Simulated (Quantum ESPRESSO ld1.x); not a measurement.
Species: Sb4+. Configuration: [Kr] 4d10 5s1 (the NIST ground configuration). All-electron calculation, Dirac Kohn-Sham, PBEsol, spin-unpolarised, spherical densities, point nucleus. Program: ld1.x of Quantum ESPRESSO 7.5.

Unscreened Slater integrals over Kohn-Sham orbitals (cm^-1). Large and small components are both included. Empty in this configuration: 5p1/2, 5p3/2, 6s1/2.

F0(6s1/2,6s1/2): 50665
F0(6s1/2,5p3/2): 60151
G1(6s1/2,5p3/2): 6977.8
F0(6s1/2,5p1/2): 60499
G1(6s1/2,5p1/2): 6559.4
F0(6s1/2,5s1/2): 61837
G0(6s1/2,5s1/2): 4163.2
F0(6s1/2,4d5/2): 67081
G2(6s1/2,4d5/2): 3583.0
F0(5p3/2,5p3/2): 87772
F2(5p3/2,5p3/2): 47932
F0(5p3/2,5p1/2): 88998
G2(5p3/2,5p1/2): 48426
F0(5p3/2,5s1/2): 93646
G1(5p3/2,5s1/2): 62319
F0(5p3/2,4d5/2): 108280
F2(5p3/2,4d5/2): 32622
G1(5p3/2,4d5/2): 11100
G3(5p3/2,4d5/2): 10275
F0(5p1/2,5p1/2): 90301
F0(5p1/2,5s1/2): 95258
G1(5p1/2,5s1/2): 64960
F0(5p1/2,4d5/2): 111000
G3(5p1/2,4d5/2): 11285
F0(5s1/2,5s1/2): 101460
F0(5s1/2,4d5/2): 122420
G2(5s1/2,4d5/2): 17489
F0(4d5/2,4d5/2): 195000
F2(4d5/2,4d5/2): 98474
F4(4d5/2,4d5/2): 65102
